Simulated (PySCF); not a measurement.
Compound: Ge(SMe)2H2, C2H8GeS2.
Bonds: Ge1–S2, Ge1–S7, S2–C3, S7–C8. Hydrogens: H12, H13 on Ge1; H4, H5, H6 on C3; H9, H10, H11 on C8.

Computed by this run: PBE0-D3(BJ)/def2-SVP geometry optimisation, gas phase (PySCF); density fitting, grid level 1; the optimiser is geomeTRIC in internal coordinates, started from a GFN2-xTB structure with every atom displaced at random (about 0.03 Å).

The end geometry, which sets the zero of energy:
```
atom  x, y, z in Å
Ge1    -1.3010    0.7408    0.1187
S2     -1.1592    0.0378    2.2135
C3      0.2570   -1.0950    2.0561
H4     -0.0347   -2.0419    1.5798
H5      0.6144   -1.3009    3.0742
H6      1.0659   -0.6170    1.4835
S7      0.7105    1.4383   -0.5449
C8      0.9248    0.4684   -2.0717
H9      0.7348   -0.6011   -1.9057
H10     1.9734    0.5946   -2.3741
H11     0.2782    0.8359   -2.8803
H12    -2.3355    1.8766    0.1297
H13    -1.6979   -0.3886   -0.8568
```

Question: These geometries come from the run, each turned onto the end geometry. Order them by energy, lowest first.
A.
```
atom  x, y, z in Å
Ge1    -0.9640    0.3172    0.0492
S2     -1.1806    0.1223    2.2178
C3      0.1150   -1.0878    2.4663
H4      0.0045   -2.0218    2.0386
H5      0.2634   -1.2060    3.5357
H6      1.0904   -0.6902    2.0641
S7      1.1139    0.6359   -0.6246
C8      0.8558    0.7650   -2.4373
H9      0.2442   -0.1044   -2.7082
H10     1.7870    0.7484   -2.8472
H11     0.2532    1.6526   -2.6376
H12    -1.8642    1.5898   -0.3330
H13    -1.6880   -0.7732   -0.7615
```
B.
```
atom  x, y, z in Å
Ge1    -1.1238    0.5968    0.1015
S2     -1.0151    0.2693    2.2818
C3      0.1519   -1.1303    2.2884
H4     -0.3019   -2.0331    1.8577
H5      0.4100   -1.3256    3.3378
H6      1.0691   -0.8745    1.7380
S7      0.9028    1.2355   -0.5631
C8      0.8820    0.6508   -2.2884
H9      0.6570   -0.4242   -2.3476
H10     1.8899    0.8211   -2.6879
H11     0.1612    1.2091   -2.9021
H12    -2.2033    1.6658   -0.1420
H13    -1.4491   -0.7128   -0.6519
```
C.
```
atom  x, y, z in Å
Ge1    -1.0894    0.5100    0.0660
S2     -1.0289    0.2633    2.2635
C3      0.1511   -1.1252    2.3798
H4     -0.2804   -2.0437    1.9594
H5      0.3332   -1.2779    3.4514
H6      1.0921   -0.8832    1.8692
S7      0.9847    1.0467   -0.5692
C8      0.8503    0.7049   -2.3444
H9      0.5352   -0.3299   -2.5458
H10     1.8524    0.8385   -2.7799
H11     0.1788    1.4119   -2.8537
H12    -2.0957    1.6380   -0.2180
H13    -1.4525   -0.8055   -0.6561
```
D.
```
atom  x, y, z in Å
Ge1    -1.0509    0.4192    0.0248
S2     -1.1183    0.1658    2.2179
C3      0.1719   -1.0920    2.4595
H4     -0.1123   -2.0583    2.0110
H5      0.2741   -1.2232    3.5464
H6      1.1385   -0.7667    2.0528
S7      1.0606    0.7518   -0.5791
C8      0.8173    0.7396   -2.3904
H9      0.3027   -0.1743   -2.7225
H10     1.8219    0.7644   -2.8385
H11     0.2515    1.6226   -2.7194
H12    -1.9470    1.6257   -0.3122
H13    -1.5794   -0.8266   -0.7279
```
E.
```
atom  x, y, z in Å
Ge1    -1.0211    0.3910    0.0194
S2     -1.1407    0.1417    2.2066
C3      0.1618   -1.0913    2.4924
H4     -0.0646   -2.0688    2.0408
H5      0.2611   -1.2179    3.5804
H6      1.1401   -0.7513    2.1182
S7      1.0809    0.6961   -0.6009
C8      0.8155    0.7573   -2.4196
H9      0.2513   -0.1225   -2.7601
H10     1.8161    0.7582   -2.8648
H11     0.2519    1.6586   -2.6934
H12    -1.8993    1.6072   -0.3399
H13    -1.6223   -0.8104   -0.7568
```

Answer: B (0.006 eV), C (0.015 eV), D (0.038 eV), E (0.071 eV), A (0.533 eV).

In the order of the answer:

```csv
step,E above end (eV),largest force (eV/Å),rms force component (eV/Å),rms distance from end (Å),rms bond change (Å),bond most changed (Å)
6,0.006,0.09,0.025,0.355,0.002,Ge1–S2 -0.007
4,0.015,0.30,0.077,0.473,0.004,S7–C8 -0.009
2,0.038,0.20,0.060,0.596,0.004,Ge1–S7 -0.009
1,0.071,0.60,0.160,0.634,0.008,S7–C8 +0.018
0,0.533,4.48,1.218,0.635,0.040,C8–H10 -0.081
```

What follows is the cost of the whole optimisation. Hardware: Intel Xeon 6975P-C, one thread, no GPU, shared host. Cost: 1.9 min, 0.58 GiB resident at most.
